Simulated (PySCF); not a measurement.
## First-order multiplets

Atoms are numbered as in `[CH2:1]=[CH:2][O:3][C:4](=[O:5])[c:6]1[cH:7][cH:8][cH:9][cH:10][cH:11]1`. Each H is labelled by its parent atom. Ha(C1) is cis to O3; Hb(C1) is trans to O3.

Computational details: GIAO HF/pcSseg-2 shieldings, coordinates at the PBE0-D3(BJ)/def2-SVP level, spin–spin couplings from B3LYP/pcJ-1 (without the spin–dipole term), in PySCF (no solvent model, one computed conformer, fast rotation and ring inversion assumed for equivalent nuclei, no relativistic terms).

δ = σ(ref) − σ, references computed at the same level: TMS for ¹H and ¹³C.

Spectrometer: 400 MHz for ¹H. First-order analysis; couplings under 1 Hz (under 4 Hz in carbon signals) are ignored, and nearly equal couplings are merged; the smaller ones broaden or split the lines further.

Question: What pattern does Ha(C1) show (¹H)?

Answer: A doublet at δ 5.25: 15.6 Hz to H(C2) (1 × ¹H, 3 bonds away). Lines in Hz from the centre (relative intensity): +7.8 (1), -7.8 (1). The outer lines are 15.6 Hz apart, the sum of the couplings kept, or 0.039 ppm at this field.

Question: What pattern does Hb(C1) show (¹H)?

Answer: A doublet at δ 4.77: 7.7 Hz to H(C2) (1 × ¹H, 3 bonds away). Lines in Hz from the centre (relative intensity): +3.9 (1), -3.9 (1). The outer lines are 7.7 Hz apart, the sum of the couplings kept, or 0.019 ppm at this field.

Question: What pattern does C2 show in the proton-coupled ¹³C spectrum?

Answer: A doublet of doublets of doublets at δ 151.1: 197.5 Hz to H(C2) (1 × ¹H, 1 bond away), 9.2 Hz to Hb(C1) (1 × ¹H, 2 bonds away), 7.4 Hz to Ha(C1) (1 × ¹H, 2 bonds away). Lines in Hz from the centre (relative intensity): +107.0 (1), +99.7 (1), +97.8 (1), +90.5 (1), -90.5 (1), -97.8 (1), -99.7 (1), -107.0 (1). The outer lines are 214.1 Hz apart, the sum of the couplings kept, or 2.129 ppm at this field.

Question: What pattern does C1 show in the proton-coupled ¹³C spectrum?

Answer: A doublet of doublets of doublets at δ 101.8: 175.0 Hz to Hb(C1) (1 × ¹H, 1 bond away), 168.6 Hz to Ha(C1) (1 × ¹H, 1 bond away), 10.1 Hz to H(C2) (1 × ¹H, 2 bonds away). Lines in Hz from the centre (relative intensity): +176.8 (1), +166.8 (1), +8.2 (1), +1.9 (1), -1.9 (1), -8.2 (1), -166.8 (1), -176.8 (1). The outer lines are 353.7 Hz apart, the sum of the couplings kept, or 3.517 ppm at this field.

Unscaled 3J(H,H) at this level run about 10 % above measured values.
